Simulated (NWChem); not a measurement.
System meant: C$_{3}$H$_{6}$OSi; SMILES C#CC[SiH2]O

Input file for NWChem:

```
start job
memory heap 200 mb stack 900 mb global 1100 mb
geometry units angstroms noautoz
  C      0.778561    -2.324486     0.164902
  C     -0.123378    -1.538569    -0.103451
  C     -1.090639    -0.492966    -0.388123
  Si    -0.338214     1.156889     0.238061
  O      1.261545     1.232924    -0.261903
  H      1.529226    -3.068418     0.390952
  H     -2.064243    -0.686518     0.112412
  H     -1.286437    -0.418125    -1.479840
  H     -1.044779     2.329972    -0.372251
  H     -0.488097     1.181285     1.736705
  H      1.710195     0.370634    -0.157837
end
basis spherical
  * library def2-svp
end
dft
  odft
  mult 2
  xc b3lyp
  iterations 150
  mulliken
end
task dft energy
```

End of the output:

```
 Summary of "ao basis" -> "" (spherical)
 ------------------------------------------------------------------------------
       Tag                 Description            Shells   Functions and Types
 ---------------- ------------------------------  ------  ---------------------
 *                          def2-svp                  on all atoms

                                 NWChem DFT Module
                                 -----------------

 Summary of "ao basis" -> "ao basis" (spherical)
 ------------------------------------------------------------------------------
       Tag                 Description            Shells   Functions and Types
 ---------------- ------------------------------  ------  ---------------------
 C                          def2-svp                 6       14   3s2p1d
 Si                         def2-svp                 8       18   4s3p1d
 O                          def2-svp                 6       14   3s2p1d
 H                          def2-svp                 3        5   2s1p

 Summary of "ao basis" -> "ao basis" (spherical)
 ------------------------------------------------------------------------------
       Tag                 Description            Shells   Functions and Types
 ---------------- ------------------------------  ------  ---------------------
 C                          def2-svp                 6       14   3s2p1d
 Si                         def2-svp                 8       18   4s3p1d
 O                          def2-svp                 6       14   3s2p1d
 H                          def2-svp                 3        5   2s1p

  number of electrons :                   46
  multiplicity        :                    2
 ------------------------------------------------------------------------
  no. of electrons and multiplicity not compatible                  46
 ------------------------------------------------------------------------
 ------------------------------------------------------------------------
  current input line :
    26: task dft energy
 ------------------------------------------------------------------------
 ------------------------------------------------------------------------
 There is an error in the input file
 ------------------------------------------------------------------------
 For more information see the NWChem manual at https://nwchemgit.github.io

0: no. of electrons and multiplicity not compatible:Received an Error in Communication
```

Find the fault in this run and fix the input.

The input was rejected before any calculation. Cause: the multiplicity doesn't fit the number of electrons (an even count wants an odd multiplicity, and the reverse). This input runs:
```
start job
memory heap 200 mb stack 900 mb global 1100 mb
geometry units angstroms noautoz
  C      0.778561    -2.324486     0.164902
  C     -0.123378    -1.538569    -0.103451
  C     -1.090639    -0.492966    -0.388123
  Si    -0.338214     1.156889     0.238061
  O      1.261545     1.232924    -0.261903
  H      1.529226    -3.068418     0.390952
  H     -2.064243    -0.686518     0.112412
  H     -1.286437    -0.418125    -1.479840
  H     -1.044779     2.329972    -0.372251
  H     -0.488097     1.181285     1.736705
  H      1.710195     0.370634    -0.157837
end
basis spherical
  * library def2-svp
end
dft
  xc b3lyp
  iterations 150
  mulliken
end
task dft energy
```
It converges to -482.40119 Ha (B3LYP/def2-SVP).
